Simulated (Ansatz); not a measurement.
Consider the formal hydrolysis of the Al–C bond: `C[CH2][AlH][CH]=N` + H₂O → `C[CH2][AlH][OH]` + `C=N`.

Gas-phase electronic energies from Ansatz, PBE0-D4/def2-TZVP geometries. CBS: MP2 limit from def2 TZ/QZ plus the TZ coupled-cluster correction, frozen cores. This one scheme is used for every species. Functionals use def2-TZVPP. One conformer a species, not always the lowest.

`C[CH2][AlH][CH]=N`:

```xyz
13

C     0.175   -1.540    0.874
C     0.945   -0.223    0.701
Al    0.656    0.596   -1.058
C    -1.098    1.498   -1.295
N    -1.943    1.617   -0.344
H     0.335   -1.979    1.863
H     0.482   -2.291    0.141
H    -0.904   -1.402    0.755
H     2.016   -0.399    0.848
H     0.651    0.479    1.491
H     1.706    0.513   -2.250
H    -1.433    1.937   -2.245
H    -1.589    1.196    0.520
```

H₂O:

Z-matrix (Å, degrees):
```
O
H 1 0.960
H 1 0.960 2 105.1
```

`C[CH2][AlH][OH]`:

Z-matrix (Å, degrees):
```
C
C 1 1.529
H 1 1.094 2 111.7
H 1 1.094 2 112.3 3 120.1
H 1 1.094 2 111.7 3 -119.7
Al 2 1.957 1 116.3 3 59.8
H 2 1.098 1 110.2 3 -62.9
H 2 1.098 1 110.2 3 -177.4
O 6 1.701 2 121.1 1 -0.4
H 6 1.582 2 123.9 1 179.6
H 9 0.956 6 123.1 2 -0.0
```

`C=N`:

```xyz
5

C     0.132    0.327   -0.168
N     0.263   -0.682    0.577
H    -0.777    0.581   -0.724
H     0.975    1.011   -0.281
H    -0.594   -1.236    0.595
```

Question: Is it downhill or uphill in electronic energy at CCSD(T)/CBS, and by how much? (Best estimate.)

Answer: Computed: Downhill: ΔE = -36.4 kcal/mol.

Question: What do these levels give: LDA (SPW92), BLYP-D4, revPBE, r2SCAN, CAM-B3LYP, RPA@PBE/def2-TZVPP, MP2/def2-SVP, CCSD(T)/def2-SVP, SCS-MP2/def2-TZVPP, SCS-MP2/def2-QZVPP, MP2/CBS(def2), CCSD/CBS(def2)? (An estimate is asked.)

Answer: Computed: LDA (SPW92) -35.9, BLYP-D4 -36.9, revPBE -35.6, r2SCAN -38.1, CAM-B3LYP -39.4, RPA@PBE/def2-TZVPP -36.1, MP2/def2-SVP -39.6, CCSD(T)/def2-SVP -38.8, SCS-MP2/def2-TZVPP -38.2, SCS-MP2/def2-QZVPP -37.9, MP2/CBS(def2) -37.1, CCSD/CBS(def2) -37.0 kcal/mol.

Largest T1 diagnostic among the species: 0.012.

At CCSD(T), def2-SVP lies −2.4 kcal/mol from the extrapolated value and def2-TZVPP −0.6 kcal/mol. In def2-TZVPP, CCSD(T) changes the Hartree–Fock value by +3.6 kcal/mol (the triples alone add +0.7 kcal/mol) and MP2 by +2.9 kcal/mol.
